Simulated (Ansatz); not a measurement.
Caution, from a PySCF single point (B3LYP-D3(BJ)/def2-TZVPD) at this geometry: the highest occupied level lies above zero, so the state may not be bound. This triplet is an excited state, 0.67 eV above the relaxed singlet at the level frozen-core CCSD(T)/aug-cc-pVTZ // B3LYP-D3(BJ)/def2-TZVPD (Ansatz, a quantum-chemistry and plane-wave program).

Species: H$_{2}$BO, SMILES `[BH-]O` (excited triplet; H–B–O–H torsion 0°) (charge -1, multiplicity 3).

Problem. Give a relaxed geometry from B3LYP-D3(BJ)/def2-TZVPD run with Ansatz.

Solution. One answer among several that fit: the end point of this relaxation, one of several conformers (outside a Z-matrix the atoms follow the SMILES, hydrogens last).
Bonded distances (Å): B1–O2 1.318, B1–H3 1.202, O2–H4 0.990. Angles (°): O2–B1–H3 128.6, B1–O2–H4 118.2.
